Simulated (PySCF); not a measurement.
B(Cl)(OMe)(NH2) (CH₅BClNO), SMILES COB(N)Cl. Atoms are numbered in the order given.

```xyz
10

B      0.1919     0.0721     0.0000
Cl    -0.3856     1.7662     0.0000
O     -0.7609    -0.8956     0.0000
C     -0.4246    -2.2627     0.0000
H      0.1593    -2.5406     0.8970
H     -1.3541    -2.8501     0.0000
H      0.1593    -2.5406    -0.8970
N      1.5757    -0.1714     0.0000
H      2.2493     0.5827     0.0000
H      1.9858    -1.0963     0.0000
```

Geometry optimised at B3LYP-D3(BJ)/def2-SVP. The structure was generated by enumeration, and PubChem lists no compound with its InChIKey, so it may never have been made. One conformer was computed; it need not be the lowest.

All values below come from TDA-ωB97X/def2-SVPD (PySCF).

Vertical excitations. The molecule is in vacuum. State labels are in the subgroup Cs.

```json
[
 {"state": "S1", "symmetry": "A\"", "energy (eV)": "7.57", "λ (nm)": "164", "f": "0.035", "main pairs": "HOMO→LUMO 83 %"},
 {"state": "S2", "symmetry": "A\"", "energy (eV)": "8.46", "λ (nm)": "146", "f": "0.038", "main pairs": "HOMO−1→LUMO 77 %"},
 {"state": "S3", "symmetry": "A'", "energy (eV)": "8.72", "λ (nm)": "142", "f": "0.017", "main pairs": "HOMO−2→LUMO 63 %, HOMO−2→LUMO+1 13 %, HOMO→LUMO+3 11 %"},
 {"state": "S4", "symmetry": "A\"", "energy (eV)": "8.90", "λ (nm)": "139", "f": "0.001", "main pairs": "HOMO−2→LUMO+3 64 %"},
 {"state": "S5", "symmetry": "A\"", "energy (eV)": "8.92", "λ (nm)": "139", "f": "0.001", "main pairs": "HOMO→LUMO+1 27 %, HOMO−2→LUMO+3 23 %, HOMO→LUMO+4 17 %, HOMO→LUMO+6 11 %"},
 {"state": "S6", "symmetry": "A'", "energy (eV)": "8.99", "λ (nm)": "138", "f": "0.278", "main pairs": "HOMO→LUMO+3 64 %, HOMO→LUMO+5 10 %, HOMO−2→LUMO 10 %"},
 {"state": "S7", "symmetry": "A\"", "energy (eV)": "9.13", "λ (nm)": "136", "f": "0.021", "main pairs": "HOMO→LUMO+2 41 %, HOMO−4→LUMO 11 %, HOMO→LUMO+7 11 %, HOMO−1→LUMO+1 10 %"},
 {"state": "S8", "symmetry": "A'", "energy (eV)": "9.20", "λ (nm)": "135", "f": "0.121", "main pairs": "HOMO−1→LUMO+3 48 %, HOMO−3→LUMO 34 %"},
 {"state": "S9", "symmetry": "A'", "energy (eV)": "9.34", "λ (nm)": "133", "f": "0.154", "main pairs": "HOMO−3→LUMO 44 %, HOMO−1→LUMO+3 36 %"},
 {"state": "S10", "symmetry": "A\"", "energy (eV)": "9.45", "λ (nm)": "131", "f": "0.000", "main pairs": "HOMO−1→LUMO+1 47 %, HOMO→LUMO+6 16 %, HOMO−4→LUMO 8 %"},
 {"state": "T1", "symmetry": "A\"", "energy (eV)": "7.41", "λ (nm)": "167", "f": "0", "main pairs": "HOMO→LUMO 77 %"},
 {"state": "T2", "symmetry": "A'", "energy (eV)": "7.48", "λ (nm)": "166", "f": "0", "main pairs": "HOMO→LUMO+3 86 %"},
 {"state": "T3", "symmetry": "A'", "energy (eV)": "8.35", "λ (nm)": "149", "f": "0", "main pairs": "HOMO−1→LUMO+3 87 %"},
 {"state": "T4", "symmetry": "A\"", "energy (eV)": "8.37", "λ (nm)": "148", "f": "0", "main pairs": "HOMO−1→LUMO 74 %"}
]
```
Triplets are in the Tamm–Dancoff approximation.
